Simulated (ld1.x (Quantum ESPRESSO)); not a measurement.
Pseudopotential generation for calcium: PAW, PBE, scalar-relativistic.

The input file (ld1.x (Quantum ESPRESSO) 7.5):

```
&input
   title='Ca', zed=20., rel=1, dft='PBE', iswitch=3,
   config='[Ar] 3d0 4s2 4p0',
   nld=3, rlderiv=4.10, eminld=-2.0, emaxld=5.0, deld=0.02
 /
 &inputp
   pseudotype=3, lpaw=.true., tm=.true., lloc=-1, rcloc=3.35,
   nlcc=.true., new_core_ps=.true.,
   which_augfun='PSQ', rmatch_augfun_nc=.true.,
   file_pseudopw='Ca.UPF', file_wfcaegen='ae.wfc', file_wfcncgen='nc.wfc', file_beta='beta', file_chi='chi', file_wfcusgen='us.wfc'
 /
6
4S  1  0   2.00   0.00  2.30  2.80  0.0
4S  1  0   0.00   0.40  2.30  2.80  0.0
4P  2  1   0.00   0.00  3.55  3.80  0.0
4P  2  1   0.00   2.65  3.55  3.80  0.0
3D  3  2   0.00   0.00  1.75  1.95  0.0
3D  3  2   0.00   0.90  1.75  1.95  0.0
 &test
   configts(1)='3d0 4s2 4p0'
 /
```

Command:

```bash
ld1.x < Ca.in > Ca.out
```

Output (shortened: banner, matrices, multipoles, cross overlaps and the repeated all-electron block are left out):

```
[... start of the log left out ...]
     s(3D/3D) =  1.000000  <r> =   2.3741  <r2> =    7.9611  r(max) =   1.2735
     s(4S/4S) =  1.000000  <r> =   4.0202  <r2> =   18.5504  r(max) =   3.4187
     s(4P/4P) =  1.000000  <r> =   5.4077  <r2> =   34.0718  r(max) =   4.3897

     ------------------------ End of All-electron run ------------------------

     --------------------- Generating PAW atomic setup --------------------

      Generating local potential from pseudized AE potential:
      Matching radius rcloc =   3.3500

      Local pseudo, rcloc= 3.334 Estimated cut-off energy=     2.10 Ry

      Computing core charge for nlcc:

       r > 2.35 : true rho core
      Core charge pseudized with two Bessel functions
      Integrated core pseudo-charge :   5.18
      Wfc-us  4S rcutus= 2.799  Estimated cut-off energy=    15.37 Ry
      Wfc-us  4S rcutus= 2.799  Estimated cut-off energy=     6.18 Ry
      Wfc-us  4P rcutus= 3.778  Estimated cut-off energy=     5.09 Ry
      Wfc-us  4P rcutus= 3.778  Estimated cut-off energy=     4.98 Ry
      Wfc-us  3D rcutus= 1.972  Estimated cut-off energy=    29.08 Ry
      Wfc-us  3D rcutus= 1.972  Estimated cut-off energy=    38.45 Ry

     Required augmentation: PSQ   radius:    3.800000

     Q pseudized with Bessel functions
     Expected ecutrho=     144.5886 due to l1=  2   l2=  2

 %%%%%%%%%%%%%%%%%%%%%%%%%%%%%%%%%%%%%%%%%%%%%%%%%%%%%%%%%%%%%%%%%%%%%%%%%%%%%%
     Error in routine new_paw_hamiltonian (1):
     negative rho
 %%%%%%%%%%%%%%%%%%%%%%%%%%%%%%%%%%%%%%%%%%%%%%%%%%%%%%%%%%%%%%%%%%%%%%%%%%%%%%

     stopping ...
```

The run stopped because the spherical valence density built from the smooth waves and the augmentation charge turned negative at some radius.

The run took about 0.18 s on one core of a shared server CPU.
